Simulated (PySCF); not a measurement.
**MNa cations for M along the alkali metals**

PBE with double-zeta basis sets in PySCF, for the lowest determinant that a PBE0 search found; no spin–orbit coupling. De refers to high-spin ground-configuration atoms (the charge goes to the atom of lower measured ionisation energy or higher electron affinity, which is not always the lowest computed limit). A positive dipole points towards Na; it is taken about the centre of mass and depends on that origin.

| M | basis | charged atom | state (unpaired electrons) | Re (Å) | ωe (cm⁻¹) | De (eV) | μ (D) |
| --- | --- | --- | --- | --- | --- | --- | --- |
| Li | aug-pcseg-1 | Na+ | doublet (σ ↑) | 3.415 | 169 | 1.01 | -3.98 |
| Na | x2c-SVPall | Na+ | doublet (σ ↑) | 3.704 | 101 | 1.07 | n/a |
| K | pcseg-1 | K+ | doublet (σ ↑) | 4.116 | 84.1 | 0.61 | -0.17 |
| Rb | def2-SVPD | Rb+ | doublet (σ ↑) | 4.323 | 66.9 | 0.52 | 2.59 |
| Cs | def2-SVP | Cs+ | doublet (σ ↑) | 4.554 | 60.3 | 0.41 | 3.13 |

The shortest bond is that of NaLi⁺ (3.415 Å), the longest that of CsNa⁺ (4.554 Å).

The rows differ in basis set, which adds steps of its own.

Down a group the atoms grow and get heavier, so bonds lengthen and wavenumbers fall; this series shows no clear exception.

Weak bonds: CsNa⁺. Basis-set superposition, not corrected here, can be much of De in a small basis, most of all at correlated wavefunction levels. Spin–orbit coupling is left out. For an ion De counts to the pair picked by the measured ionisation energies or electron affinities, which need not be the lowest pair at this level. States were picked by a PBE0 search and need not be the measured ground states.
